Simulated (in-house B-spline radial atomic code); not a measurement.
Zn⁺. Computed with a B-spline radial atomic code. Model: all-electron spherical atom, spin shells full or empty, radial basis limit, no spin-orbit coupling: exact exchange with a local potential (Slater, KLI or optimised effective potential, whose far tail is KLI's), no correlation.

Empty minority-spin level lies below the highest occupied level: each spin potential is zero at infinity, spin occupations fixed.

The run also made RPA and GW results, which its time includes.

The Slater potential averages the orbital exchange potentials with the orbital densities as weights, KLI adds orbital constants, and the optimised effective potential minimises the exact-exchange energy among local potentials. So their energies lie above Hartree-Fock in the order OEP, KLI, Slater. All fall off as −1/r, unlike LDA and GGA exchange.

Command:
```bash
python run_gw.py task.json out
```
Settings (lengths in bohr, energies in hartree):
```
Z                      30
electrons              29
configuration          [Ar] 3d10 4s1
hamiltonian            nr
method                 oep
lmax                   9
spin_polarised         True
box_radius             23.78
intervals              75
ion_configuration      [Ar] 3d10
```

Time taken, with all properties: 6 s on 1 thread of Intel(R) Xeon(R) 6975P-C (Granite Rapids), with other jobs on the host.

Given: hamiltonian non-relativistic; mean-field start exchange-only OEP.

Computed: energy above Hartree-Fock 10.102 millihartree; virial ratio -E/T less 1 0.

| radius (bohr) | r times exchange potential up (hartree bohr) | r times exchange potential down (hartree bohr) |
| --- | --- | --- |
| 0.00167 | -0.040117 | -0.04056 |
| 0.00208 | -0.049916 | -0.050468 |
| 0.0026 | -0.062298 | -0.062988 |
| 0.00325 | -0.077686 | -0.078549 |
| 0.00406 | -0.096695 | -0.097774 |
| 0.00506 | -0.11985 | -0.12119 |
| 0.00633 | -0.14866 | -0.15035 |
| 0.0079 | -0.18322 | -0.18533 |
| 0.00987 | -0.22472 | -0.22735 |
| 0.0123 | -0.2727 | -0.27598 |
| 0.0154 | -0.32838 | -0.33249 |
| 0.0192 | -0.38783 | -0.39296 |
| 0.024 | -0.44904 | -0.45545 |
| 0.03 | -0.50457 | -0.51255 |
| 0.0374 | -0.54334 | -0.55318 |
| 0.0468 | -0.5513 | -0.5633 |
| 0.0584 | -0.51773 | -0.53206 |
| 0.0729 | -0.48312 | -0.50027 |
| 0.0911 | -0.55384 | -0.57533 |
| 0.114 | -0.71502 | -0.74297 |
| 0.142 | -0.85492 | -0.8905 |
| 0.177 | ? | ? |
| 0.222 | -0.93179 | -0.98605 |
| 0.277 | -0.79626 | -0.86128 |
| 0.346 | -0.72623 | -0.80727 |
| 0.432 | -0.99442 | -1.1001 |
| 0.539 | -1.2333 | -1.3662 |
| 0.674 | -1.3686 | -1.5301 |
| 0.841 | -1.3857 | -1.5776 |
| 1.05 | -1.2731 | -1.5086 |
| 1.31 | -1.0489 | -1.3739 |
| 1.64 | -0.81739 | -1.2364 |
| 2.05 | -0.78962 | -1.1359 |
| 2.56 | -0.89495 | -1.073 |
| 3.19 | ? | ? |
| 3.99 | -1.0139 | -1.0223 |
| 4.98 | -1.0206 | -1.013 |

(1) What belongs in the row 0.177?

(2) What belongs in the row 3.19?

```tsv
occupied	level (hartree)	Hartree-Fock level (hartree)
1s up	-346.11	-353.65
1s down	-346.36	-353.64
2s up	-42.061	-44.7
2s down	-42.305	-44.697
2p up	-37.09	-39.263
2p down	?	?
3s up	-5.1464	-5.9815
3s down	-5.3848	-5.9718
3p up	-3.5613	-4.1814
3p down	-3.7991	-4.181
3d up	-0.88951	-1.1251
3d down	?	?
4s up	-0.61347	-0.61269
```

(3) What belongs in the row 2p down?

(4) What belongs in the row 3d down?

```json
{"empty": "4s down", "level (hartree)": "-0.74225"}
{"empty": "4p down", "level (hartree)": "-0.48617"}
{"empty": "4p up", "level (hartree)": "?"}
{"empty": "5s down", "level (hartree)": "-0.27105"}
{"empty": "5s up", "level (hartree)": "-0.25199"}
{"empty": "4d down", "level (hartree)": "-0.22678"}
{"empty": "4d up", "level (hartree)": "?"}
{"empty": "5p down", "level (hartree)": "-0.20829"}
{"empty": "5p up", "level (hartree)": "-0.19131"}
```

(5) What belongs in the row 4p up?

(6) What belongs in the row 4d up?

Answers

(1) r times exchange potential up (hartree bohr): -0.93847; r times exchange potential down (hartree bohr): -0.98278.

(2) r times exchange potential up (hartree bohr): -0.97804; r times exchange potential down (hartree bohr): -1.038.

(3) level (hartree): -37.333; Hartree-Fock level (hartree): -39.264.

(4) level (hartree): -1.123; Hartree-Fock level (hartree): -1.1244.

(5) level (hartree): -0.4095.

(6) level (hartree): -0.21588.

The highest level, 4s up, differs from Hartree-Fock by -0.021 eV and the deepest, 1s down, by +198 eV: a local potential can match the highest level but can't give each shell its own exchange.
